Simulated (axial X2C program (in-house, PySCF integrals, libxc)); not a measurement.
Bond lengths and stretching modes, held linear, of HCoH⁻

Calculated with an axial X2C code built on PySCF integrals: two-component X2C with atomic mean-field Coulomb and Gaunt terms, Gaussian nuclei, basis H dyall-v3z, Co dyall-v3z with contracted cores. Spin-free rows use the one-electron spin-free X2C Hamiltonian.

Masses H 1.008, Co 58.933, H 1.008 u. States: 2c Ω = 4 (beyond evenly filled blocks: ω = 3/2, ω = 5/2); spin-free M_S = 1, Λ = 3 (beyond evenly filled blocks: π+α, π+β, π-α, δ+α, δ+β, δ-α).

HF, 2c: energies above the lowest point

```json
{"r(H–Co) (Å)": "1.5678", "r(Co–H) (Å)": "1.5678", "E (meV)": "119.69"}
{"r(H–Co) (Å)": "1.5678", "r(Co–H) (Å)": "1.6080", "E (meV)": "81.76"}
{"r(H–Co) (Å)": "1.5678", "r(Co–H) (Å)": "1.6482", "E (meV)": "62.05"}
{"r(H–Co) (Å)": "1.6080", "r(Co–H) (Å)": "1.5678", "E (meV)": "81.76"}
{"r(H–Co) (Å)": "1.6080", "r(Co–H) (Å)": "1.6080", "E (meV)": "44.63"}
{"r(H–Co) (Å)": "1.6080", "r(Co–H) (Å)": "1.6482", "E (meV)": "25.56"}
{"r(H–Co) (Å)": "1.6080", "r(Co–H) (Å)": "1.6884", "E (meV)": "21.65"}
{"r(H–Co) (Å)": "1.6482", "r(Co–H) (Å)": "1.5678", "E (meV)": "62.05"}
{"r(H–Co) (Å)": "1.6482", "r(Co–H) (Å)": "1.6080", "E (meV)": "25.56"}
{"r(H–Co) (Å)": "1.6482", "r(Co–H) (Å)": "1.6482", "E (meV)": "6.98"}
{"r(H–Co) (Å)": "1.6884", "r(Co–H) (Å)": "1.6080", "E (meV)": "21.65"}
{"r(H–Co) (Å)": "1.6884", "r(Co–H) (Å)": "1.6884", "E (meV)": "0.00"}
```

Q: Fit a quadratic surface with cubic terms in each bond: where is the minimum, and what are the two stretching wavenumbers?

A: At HF, 2c: bonds 1.678 and 1.678 Å; harmonic stretches 1472.1 and 1501.7 cm⁻¹; force constants 1.29, 1.29 and coupling 0.05 mdyn/Å.

The other levels and Hamiltonians give:

| Hamiltonian | level | r(H–Co) (Å) | r(Co–H) (Å) | lower stretch (cm⁻¹) | upper stretch (cm⁻¹) |
| --- | --- | --- | --- | --- | --- |
| 2c | PBE0 | 1.607 | 1.607 | 1487.4 | 1646.9 |
| 2c | B3LYP | 1.610 | 1.610 | 1474.1 | 1637.0 |
| 2c | MP2 | 1.579 | 1.579 | 1405.3 | 1487.1 |
| spin-free | PBE0 | 1.606 | 1.606 | 1488.9 | 1648.0 |
| spin-free | HF | 1.677 | 1.677 | 1473.5 | 1503.1 |
| spin-free | B3LYP | 1.610 | 1.610 | 1475.6 | 1638.0 |
| spin-free | MP2 | 1.579 | 1.579 | 1403.1 | 1485.7 |

Each state is one determinant, the lowest of a limited PBE0 search; the stretches come from a fit to these few points and carry an uncertainty of a few per cent. Other orders of the atoms were not compared. MP2 freezes inner shells (threshold -2 hartree). For an anion the highest level of a functional can be positive, and the basis then holds the extra electron. The molecule was held linear; bending was not examined, so a bent shape may lie lower. Open-shell Ω = 0 determinants with evenly filled partner blocks cannot be reached by this program, so the Ω shown need not be the lowest component. Note: functional without a current term on a determinant with orbital currents, of the molecule or an atom. Note: several unpaired electrons, one determinant need not be a pure state.
